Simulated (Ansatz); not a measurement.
Name a neutral molecule of C, Ge, O and H with HOMO energy (PBE0/def2-TZVPP) between -7.50 and -7.20 eV and HOMO energy (B3LYP/def2-TZVPP) between -7.30 and -7.00 eV (Ansatz, PBE0-D4/def2-TZVP geometry).

`C[O][Ge]([CH3])([CH3])[O]C(C)(C)C` (-7.31 eV, -7.08 eV). Other molecules can fit too; these were computed, each in one conformer that needn't be the lowest.

B3LYP here is the variant with VWN-RPA as its local correlation; programs differ in this.
